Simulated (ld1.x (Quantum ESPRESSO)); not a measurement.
## Ranking RRKJ potentials for Ag

All share these settings but for the change named:

ld1.x (Quantum ESPRESSO) 7.5 input, shortened:

```
&input
   title='Ag', zed=47., rel=2, dft='PBE', iswitch=3,
   config='[Kr] 4d10 5s0 5p1', rel_dist='average'
 /
 &inputp
   pseudotype=2, tm=.false., rho0=0.001, lloc=0,
   nlcc=.true., rcore=1.50
 /
3
5P  2  1   1.00   0.00  2.35  2.35  0.0
4D  3  2  10.00   0.00  1.90  1.90  0.0
5S  1  0   0.00   0.00  1.85  1.85  0.0
 &test
   configts(1)='4d10 5s0 5p1'
 /
```

Open shells are filled in proportion to 2j + 1 (rel_dist='average').

Cutoff: the first of the cutoffs (Ry, on a coarse ladder) from which the occupation-weighted sum of valence levels, in a spherical-Bessel basis at the reference potential, stays within 10 and 1 mRy of its value at 400 Ry; the density cutoff is not measured.

The base gives 45 Ry.

Of 7 variants that were run, those that failed, showed a ghost or another fault, or gave nearly equal values are left out.

A variant can come out equal or close to the base.

**Question.** Rank these variants from softest to hardest (loose cutoff).
A. wave 4d (bound): rc 1.90 bohr becomes 4d (bound): rc 1.22 bohr
B. wave 4d (bound): rc 1.90 bohr becomes 4d (bound): rc 2.10 bohr
C. wave 4d (bound): rc 1.90 bohr becomes 4d (bound): rc 2.26 bohr
D. wave 4d (bound): rc 1.90 bohr becomes 4d (bound): rc 2.82 bohr
E. wave 4d (bound): rc 1.90 bohr becomes 4d (bound): rc 1.52 bohr

**Answer.** D (25 Ry), C (35 Ry), B (40 Ry), E (60 Ry), A (100 Ry).
